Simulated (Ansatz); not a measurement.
C2H7AlGe (`[CH3][GeH]1[CH2][AlH]1`). Charge 0, multiplicity 1.

Cartesian coordinates in Å:
```
C -0.026 -0.662 -1.803
Ge 0.259 0.635 -0.361
C -0.703 0.166 1.378
Al 1.186 0.302 1.796
H 0.666 -0.473 -2.625
H 0.139 -1.674 -1.434
H -1.049 -0.580 -2.173
H -0.114 2.056 -0.837
H -1.121 -0.845 1.346
H -1.467 0.860 1.730
H 2.232 0.215 2.983
```

Question: What are the harmonic wavenumbers in cm⁻¹ at PBE0-D4/def2-TZVP (Ansatz, finite differences of forces, unscaled)? (Best estimate.)

Answer: Computed: 79, 119, 135, 301, 320, 353, 415, 537, 570, 600, 607, 699, 785, 825, 835, 855, 1252, 1341, 1451, 1455, 1918, 2097, 3061, 3067, 3148, 3152, 3159.

Question: Is this a minimum?

Answer: Yes, all 27 modes are real.

Question: Give the ideal-gas thermochemistry at 298.15 K and 1 bar (rigid rotor, harmonic oscillator; point group C1, symmetry number 1).

Answer: Zero-point energy 198.2 kJ/mol; H(298) − E = 220.5 kJ/mol; entropy 355.0 J/(mol·K), of which translation 169.6, rotation 110.9, vibration 74.5; G(298) − E = 114.7 kJ/mol. Modes under 100 cm⁻¹ are hindered rotations or soft bends, so the harmonic entropy is rough.
